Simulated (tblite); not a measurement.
Compound: C6H13Si (doublet state).
Structure used (GFN2-xTB), in Å, numbered top down from 1:
```xyz
20
C6H13Si angstrom
C      3.6767    0.4953    0.4912
C      2.4958   -0.0070   -0.2203
C      1.2467    0.0394    0.7014
Si    -0.3046   -0.6023   -0.1701
C     -1.3662    0.5877   -1.1724
C     -1.9854    0.1903    0.1806
C     -3.2640   -0.6066    0.1362
H      4.2311   -0.1512    1.1448
H      3.8578    1.5510    0.5599
H      2.6443   -1.0426   -0.5348
H      2.2891    0.6001   -1.1045
H      1.0960    1.0672    1.0337
H      1.4571   -0.5527    1.5929
H     -0.2728   -1.9965   -0.5924
H     -1.9036    0.2350   -2.0417
H     -1.0885    1.6277   -1.2797
H     -2.0400    1.0005    0.9010
H     -3.4903   -1.0324    1.1120
H     -4.1013    0.0270   -0.1590
H     -3.1830   -1.4192   -0.5817
```

Level: GFN2-xTB in tblite, geometry and Hessian alike; calculated harmonic values, unscaled, isolated species. This tight-binding method is rough: wavenumbers can miss measured ones by several per cent, in bad cases by 10 to 20. Modes of hydrogen on silicon can be 10 to 20 % off. One conformer, not necessarily the lowest. Open shells enter through the occupations alone, without spin polarisation, and single modes of such species can be off by tens of per cent.

Harmonic wavenumbers (cm⁻¹): 39.4, 76.3, 78.2, 158.1, 166.2, 191.7, 219.9, 237.7, 317.2, 370.6, 490.1, 536.0, 608.6, 667.0, 681.8, 716.4, 739.2, 800.3, 815.5, 905.4, 934.9, 967.2, 973.6, 998.3, 1037.8, 1099.3, 1132.8, 1142.7, 1173.2, 1192.6, 1213.0, 1270.3, 1296.5, 1316.9, 1407.2, 1412.6, 1441.2, 1471.7, 1482.5, 1502.9, 1505.3, 2304.0, 2955.5, 2960.7, 2976.7, 2985.6, 2986.7, 3005.9, 3019.5, 3034.0, 3053.4, 3068.8, 3124.1, 3162.7.

A = 6982, B = 856.9, C = 836.0 MHz; mass 113.079 u (most abundant isotopes); point group C1, symmetry number 1; spin multiplicity 2.

Zero-point energy?

Half the sum of the wavenumbers: 36713 cm⁻¹ = 104.97 kcal/mol.

What is S at 350 K and 1 bar for an ideal gas of classical rigid rotors and harmonic oscillators?

Translation 40.91, rotation 29.03, vibration 36.54, spin (R ln 2) 1.38: S = 107.9 cal/(mol K).

And Cp and H(350 K) − H(0)?

Cp = 44.63 cal/(mol K), of which vibrations give 36.69 (their classical limit is 54 R = 107.3); H(350 K) − H(0) = 9.34 kcal/mol without the zero-point energy, 6.56 from vibrations.

Which modes carry the vibrational entropy at 350 K?

39.4 cm⁻¹: 5.61; 76.3 cm⁻¹: 4.30; 78.2 cm⁻¹: 4.25; 158.1 cm⁻¹: 2.88; 166.2 cm⁻¹: 2.78; 191.7 cm⁻¹: 2.51 cal/(mol K); the other 48 give 14.21 together.

Blend soft modes into free rotors: weight 1/[1 + (100 cm⁻¹/ν̃)⁴] for the oscillator and the rest for a rotor with moment μB/(μ + B), μ = h/(8π²ν), B = 10⁻⁴⁴ kg m². What vibrational entropy results?

33.35 cal/(mol K) in place of 36.54, which changes −T·S at 350 K by +1.12 kcal/mol.

What must be added to the electronic energy to get the Gibbs energy at 350 K and 1 bar?

ZPE + [H(350 K) − H(0)] − T·S = 104.97 + 9.34 − 37.75 = 76.56 kcal/mol.

Hindered rotation and anharmonicity are outside this model. Other conformers, if any are populated, would add a mixing term that is left out. The structure is chiral; the term R ln 2 for an equal mix with its mirror image is left out.
